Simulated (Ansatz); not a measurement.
Basis-set extrapolation for C$_{2}$H$_{6}$ClFSi (`FCC[SiH2]Cl`) (PBE0-D4/def2-TZVP geometry, frozen core, Ansatz). Multiplicity 1, RHF reference.

```csv
,def2-TZVPP,def2-QZVPP
HF,-927.253892,-927.283752
MP2 correlation,-0.906203,-0.982016
CCSD(T) correlation,-0.994718,not run
```

Energies in hartree. Use E(X) = E(∞) + A·exp(−7.88·√X) for Hartree–Fock and E(X) = E(∞) + B·X^(−2.97) for correlation, with X = 3 and 4, and add CCSD(T) minus MP2 of the smaller set to the MP2 limit.

**Question.** What is the CCSD(T) energy at the basis-set limit?

**Answer.** HF limit: -927.283752 + (-0.029860) × 0.13774 = -927.28786. MP2 limit: -0.982016 + (-0.075813) × 0.74074 = -1.03817. Higher-order term: -0.994718 − (-0.906203) = -0.08852. Total: -928.41455 hartree, 104.1 kcal/mol below CCSD(T)/def2-TZVPP.
